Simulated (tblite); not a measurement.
C₂H₃BBrCl₃.
SMILES with atom numbers: `[Cl:1][B:2]([Cl:3])[CH2:4][C@H:5]([Cl:6])[Br:7]` (hydrogens: H8, H9 on C4; H10 on C5)

Computed with GFN2-xTB (tblite), gas phase: L-BFGS steps from a force-field or distance-geometry start until the largest atomic force falls under 0.01 eV/Å.

Step 33: E = -675.8385 eV
```
atom  x, y, z in Å  |  force x, y, z in eV/Å
Cl1     2.7427    0.2318   -0.9273    0.009   0.024   0.005
B2      1.4757    0.0380    0.1986    0.019   0.004   0.003
Cl3     1.7510   -0.8559    1.6386   -0.001   0.002  -0.013
C4      0.0192    0.6622   -0.0727   -0.001  -0.031   0.007
C5     -1.0503   -0.4160    0.0021   -0.089   0.013  -0.008
Cl6    -0.7682   -1.6549   -1.2540   -0.005   0.011   0.048
Br7    -2.8440    0.3449   -0.2111    0.052   0.024  -0.021
H8     -0.2197    1.4201    0.6802    0.004  -0.004   0.005
H9     -0.0292    1.1552   -1.0461   -0.028  -0.027   0.004
H10    -1.0684   -0.9207    0.9692    0.041  -0.015  -0.031
```

Step 34: E = -675.8392 eV
```
atom  x, y, z in Å  |  force x, y, z in eV/Å
Cl1     2.7454    0.2463   -0.9244    0.014   0.028  -0.002
B2      1.4770    0.0386    0.1965    0.002  -0.005   0.025
Cl3     1.7522   -0.8726    1.6265   -0.005   0.010  -0.018
C4      0.0192    0.6625   -0.0715    0.000  -0.040   0.002
C5     -1.0506   -0.4161    0.0055   -0.103   0.049   0.010
Cl6    -0.7661   -1.6597   -1.2419    0.004  -0.012   0.026
Br7    -2.8435    0.3469   -0.2199    0.055   0.022  -0.018
H8     -0.2202    1.4235    0.6793    0.015  -0.022  -0.017
H9     -0.0290    1.1503   -1.0481   -0.032  -0.018   0.023
H10    -1.0755   -0.9151    0.9754    0.051  -0.012  -0.031
```

Q: Estimate the geometry and energy of step 35. (The exact step hangs on the optimiser's Hessian estimate; all steps are aligned on step 34, rigid shifts and turns removed.)

A: E = -675.8400 eV, largest force 0.119 eV/Å
```
atom  x, y, z in Å  |  force x, y, z in eV/Å
Cl1     2.7493    0.2670   -0.9202    0.016   0.034  -0.005
B2      1.4787    0.0392    0.1937   -0.020  -0.017   0.041
Cl3     1.7529   -0.8967    1.6086   -0.007   0.019  -0.020
C4      0.0189    0.6625   -0.0698   -0.002  -0.042  -0.005
C5     -1.0527   -0.4150    0.0106   -0.086   0.077   0.030
Cl6    -0.7623   -1.6669   -1.2237    0.009  -0.042  -0.005
Br7    -2.8419    0.3498   -0.2328    0.045   0.024  -0.013
H8     -0.2204    1.4280    0.6776    0.028  -0.041  -0.041
H9     -0.0296    1.1436   -1.0502   -0.035  -0.005   0.041
H10    -1.0841   -0.9069    0.9838    0.052  -0.007  -0.023
```

The energy changes by -0.0008 eV. The first-order estimate −F·Δx gives -0.0011 eV and the mean of the old and new forces, exact on a quadratic surface, -0.0009 eV. The step makes an angle of 82° with the force vector and moves no atom by more than 0.030 Å.

What follows is the cost of the whole relaxation. The run took 1.0 s wall on one thread of an Arm Neoverse N1, no GPU, shared host.
